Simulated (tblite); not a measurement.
Species: C2H6B2NP.
Numbering: `[CH:1]#[C:2][BH:3][NH:4][BH:5][PH2:6]` (hydrogens: H7 on C1; H8 on B3; H9 on N4; H10 on B5; H11, H12 on P6)

Computed with GFN2-xTB (tblite), gas phase: L-BFGS steps from a force-field or distance-geometry start until the largest atomic force falls under 0.01 eV/Å.

Step 39: E = -413.8664 eV
```
atom  x, y, z in Å  |  force x, y, z in eV/Å
C1      3.0612    0.9608    0.0902   -0.158   0.013   0.076
C2      2.2978    0.0319   -0.0312    0.016   0.135   0.032
B3      1.1268   -0.9321    0.0598   -0.093   0.327   0.134
N4     -0.1313   -0.4672   -0.4290   -0.273  -0.085  -0.122
B5     -1.3861   -0.7548    0.1456    0.027   0.223  -0.169
P6     -2.9618    0.2758   -0.2765   -0.047  -0.336   0.181
H7      3.6885    1.8009    0.2477   -0.024  -0.329  -0.167
H8      1.1406   -1.8959    0.7209    0.125  -0.031  -0.056
H9     -0.1076    0.2673   -1.1372    0.055  -0.085   0.310
H10    -1.5170   -1.6078    0.9302    0.151  -0.067   0.077
H11    -2.8379    1.1597    0.7826   -0.010  -0.125   0.075
H12    -2.3721    1.1608   -1.1292    0.231   0.360  -0.372
```

Step 40: E = -413.8868 eV
```
atom  x, y, z in Å  |  force x, y, z in eV/Å
C1      3.0818    0.9584    0.0775   -0.042   0.091   0.075
C2      2.3088    0.0368   -0.0155   -0.297  -0.046  -0.009
B3      1.1180   -0.9116    0.0817   -0.053   0.427   0.064
N4     -0.1393   -0.4593   -0.4275    0.033  -0.028  -0.073
B5     -1.4014   -0.7719    0.1112    0.011   0.218   0.055
P6     -2.9769    0.2597   -0.2861    0.021  -0.084   0.041
H7      3.7353    1.7812    0.2066   -0.009  -0.274  -0.136
H8      1.1258   -1.8624    0.7526    0.125  -0.154   0.014
H9     -0.0888    0.2987   -1.1077   -0.065  -0.105   0.221
H10    -1.5358   -1.6208    0.9035    0.175  -0.086  -0.005
H11    -2.8545    1.1234    0.7977   -0.003  -0.204  -0.008
H12    -2.3718    1.1672   -1.1202    0.105   0.244  -0.239
```

Step 41: E = -413.9003 eV
```
atom  x, y, z in Å  |  force x, y, z in eV/Å
C1      3.0916    0.9572    0.0733   -0.189  -0.105   0.040
C2      2.3059    0.0424    0.0015   -0.087   0.222  -0.050
B3      1.1140   -0.8930    0.0957   -0.119   0.143   0.145
N4     -0.1420   -0.4585   -0.4250    0.110  -0.025  -0.016
B5     -1.4082   -0.7763    0.0929   -0.016   0.104   0.237
P6     -2.9813    0.2522   -0.2893    0.050   0.117  -0.135
H7      3.7599    1.7674    0.1783    0.046  -0.190  -0.099
H8      1.1253   -1.8484    0.7617    0.114  -0.146   0.024
H9     -0.0794    0.3064   -1.0881   -0.111   0.051   0.039
H10    -1.5483   -1.6266    0.8870    0.193  -0.073  -0.053
H11    -2.8635    1.1017    0.8088    0.013  -0.215  -0.051
H12    -2.3728    1.1749   -1.1229   -0.006   0.116  -0.081
```

Step 42: E = -413.9110 eV
```
atom  x, y, z in Å  |  force x, y, z in eV/Å
C1      3.0917    0.9555    0.0718   -0.056   0.006   0.023
C2      2.3030    0.0471    0.0016   -0.272   0.047  -0.019
B3      1.1068   -0.8775    0.1116   -0.087  -0.034   0.080
N4     -0.1444   -0.4588   -0.4278    0.157   0.036   0.064
B5     -1.4103   -0.7787    0.0852   -0.032   0.048   0.293
P6     -2.9801    0.2479   -0.2925    0.054   0.222  -0.263
H7      3.7728    1.7510    0.1631    0.140  -0.055  -0.078
H8      1.1253   -1.8402    0.7699    0.096  -0.096   0.030
H9     -0.0769    0.3179   -1.0741   -0.127   0.073  -0.044
H10    -1.5459   -1.6319    0.8783    0.177  -0.067  -0.071
H11    -2.8705    1.0856    0.8152    0.026  -0.191  -0.063
H12    -2.3704    1.1815   -1.1283   -0.076   0.013   0.049
```

**Question.** Estimate the geometry and energy of step 43. (The exact step hangs on the optimiser's Hessian estimate; all steps are aligned on step 42, rigid shifts and turns removed.)

**Answer.** E = -413.9217 eV, largest force 0.659 eV/Å
```
atom  x, y, z in Å  |  force x, y, z in eV/Å
C1      3.1261    0.9482    0.0547   -0.466  -0.446  -0.018
C2      2.3046    0.0584    0.0184    0.239   0.612   0.047
B3      1.0970   -0.8428    0.1584   -0.065  -0.254   0.016
N4     -0.1425   -0.4438   -0.4182    0.012   0.066   0.215
B5     -1.4208   -0.7845    0.0639    0.099  -0.103   0.312
P6     -2.9916    0.2368   -0.3071    0.076   0.331  -0.366
H7      3.8379    1.7229    0.1015    0.071  -0.114  -0.064
H8      1.1182   -1.8098    0.8190    0.064   0.022  -0.003
H9     -0.0642    0.3499   -1.0426   -0.161   0.043  -0.064
H10    -1.5710   -1.6790    0.8215    0.223   0.114  -0.179
H11    -2.9024    1.0372    0.8307    0.036  -0.160  -0.101
H12    -2.3901    1.2059   -1.1263   -0.129  -0.111   0.204
```

The energy changes by -0.0107 eV. The first-order estimate −F·Δx gives -0.0216 eV and the mean of the old and new forces, exact on a quadratic surface, -0.0101 eV. The step makes an angle of 80° with the force vector and moves no atom by more than 0.094 Å.

The cost below is that of the whole relaxation. On an Arm Neoverse V2 with one thread, on a shared host, this took 0.46 s of wall time.
